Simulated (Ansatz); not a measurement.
Stepwise reaction of `[CH3][Al]([I])[I]` with hydrogen fluoride, as a gas-phase model of exchange steps in deposition or etching. ΔE in kJ/mol.

Computed with Ansatz on PBE0-D4/def2-TZVP structures; ΔE is electronic, products minus reactants. CCSD(T)/CBS adds triple-zeta CCSD(T) − MP2 to the extrapolated MP2 energy (def2 sets, frozen cores). This one scheme is used for every species. DFT in def2-TZVPP. B3LYP here is the variant with VWN-RPA as its local correlation; programs differ in this. def2 core potentials past Kr. For I outer-core shells are correlated without core-valence functions, which leaves a few kJ/mol of doubt a bond.

```tsv
step	reaction	PBE-D4	B3LYP-D4	ωB97M-V	CCSD(T)/CBS
1	`[CH3][Al]([I])[I]` + H–F → `[CH3][Al]([F])[I]` + HI	-25.1	-36.0	-33.4	-23.5
2	`[CH3][Al]([F])[I]` + H–F → `[CH3][Al]([F])[F]` + HI	-29.2	-40.2	-36.2	-29.5
```

By hand: ΔE of the 2 steps together at CCSD(T)/CBS.

(-23.5) + (-29.5) = -53.0 kJ/mol, or -26.5 kJ/mol a step.

In ΔE each step is lower than the one before. All are downhill at CCSD(T)/CBS. PBE-D4 differs from CCSD(T)/CBS by -1.6 to 0.3 kJ/mol a step. Isolated molecules leave out the surface, adducts and barriers. Largest T1 diagnostic: 0.012.
